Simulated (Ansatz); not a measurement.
`BCC[SiH2]C` → `CCB(C)[SiH3]`  (isomerisation)

Calculated with Ansatz (gas phase, PBE0-D4/def2-TZVP geometries, no zero-point term in ΔE). CCSD(T)/CBS adds triple-zeta CCSD(T) − MP2 to the extrapolated MP2 energy (def2 sets, frozen cores). DFT in def2-TZVPP. B3LYP here is the variant with VWN-RPA as its local correlation; programs differ in this. One conformer a species, not always the lowest.

Question: Is it downhill or uphill in electronic energy at CCSD(T)/CBS, and by how much? (Best estimate.)

Answer: Ansatz gave: Nearly level: ΔE = 0.00 eV.

Question: What do these levels give: ωB97X-V, ωB97M-V, B2PLYP, PBE, PBE0, B3LYP, HF/def2-TZVPP, CCSD(T)/def2-TZVPP, HF/def2-QZVPP, HF/CBS(def2), MP2/CBS(def2), CCSD/CBS(def2)? (Estimate.)

Answer: Computed: ωB97X-V 0.00, ωB97M-V 0.04, B2PLYP 0.01, PBE -0.13, PBE0 -0.08, B3LYP -0.02, HF/def2-TZVPP 0.10, CCSD(T)/def2-TZVPP -0.02, HF/def2-QZVPP 0.11, HF/CBS(def2) 0.11, MP2/CBS(def2) 0.07, CCSD/CBS(def2) 0.02 eV.

Largest T1 diagnostic among the species: 0.011.

In def2-TZVPP, CCSD(T) changes the Hartree–Fock value by −0.12 eV (the triples alone add −0.02 eV) and MP2 by −0.05 eV. From PBE to PBE0 (25 % exact exchange), in def2-TZVPP and without D4, ΔE moves by +0.05 eV.
